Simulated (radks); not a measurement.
The numbers below are computed, except where a source is named.
Question: These are the eigenvalues of the occupied orbitals of an atom or ion with whole-number occupations (eV). Level of theory: scalar-relativistic Kohn-Sham, PBE, spin-unpolarised, spherical densities, point nucleus (a radial shooting solver on a logarithmic mesh with Libxc functionals).

orbital  eigenvalue
1s        -16336.40
2s        -2554.175
2p        -2314.800
3s        -686.3958
3p        -608.2644
3d        -483.4669

Which element is it, and in what charge state? The configuration may be excited.

Answer: Z = 38, strontium, charge +14: Sr14+ in [Ar] 3d6. The list shows which subshells hold electrons but not how many an open one holds; the 1s level, -600.35 hartree, gives Z - s = 34.7 by -(Z - s)^2/2, which with screening and relativity narrows Z to a few neighbours, and the depths of the outer levels then fix element, charge and occupations together.
